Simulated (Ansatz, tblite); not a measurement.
Adding an electron: the cluster Li₂Al₂⁺ (the lowest doublet isomer of a short search). Charge 1, multiplicity 2. Geometry: PBE-D4/def2-TZVP. Ansatz, gas phase; energy differences of separate SCF runs; the reduced species is a singlet (the triplet lies 0.17 eV higher at PBE0-D4/def2-TZVP).

```xyz
4

Al   -0.5561    1.5484   -0.2703
Al   -1.4897   -0.7393   -0.1252
Li    1.2474   -0.5943   -1.3508
Li    0.7984   -0.2148    1.7462
```

The xTB rows come from tblite. Another isomer (doublet) lies 0.10 eV lower at PBE0-D4/def2-TZVP.

**Question.** Estimate orbital energies and vertical electron affinities at: GFN1-xTB; GFN2-xTB; PBE-D4/def2-TZVP; r2SCAN-D4/def2-TZVP; PBE0-D4/def2-TZVP.

**Answer.** 
```tsv
level	−HOMO (eV)	−LUMO (eV)	vertical EA (eV)	HOMO–LUMO gap (eV)	remarks
GFN1-xTB	–	–	11.04	–	–
GFN2-xTB	–	–	8.85	–	–
PBE-D4/def2-TZVP	8.31	7.58	5.51	0.73	restricted singlet, untested (singlet)
r2SCAN-D4/def2-TZVP	8.36	7.25	5.38	1.11	restricted singlet, untested (singlet), spin-contaminated (⟨S²⟩ 0.83) (+1 doublet)
PBE0-D4/def2-TZVP	8.95	6.83	5.44	2.12	restricted singlet, untested (singlet)
```

  HOMO and LUMO are the levels of the spin that leaves or enters (xTB has no such levels and no spin-polarisation term). Other spin states of the ions may lie lower, which would lower the ionisation energy or raise the affinity. Raw xTB energy differences between charge states are shifted by several eV; the methods need an empirical correction for them.
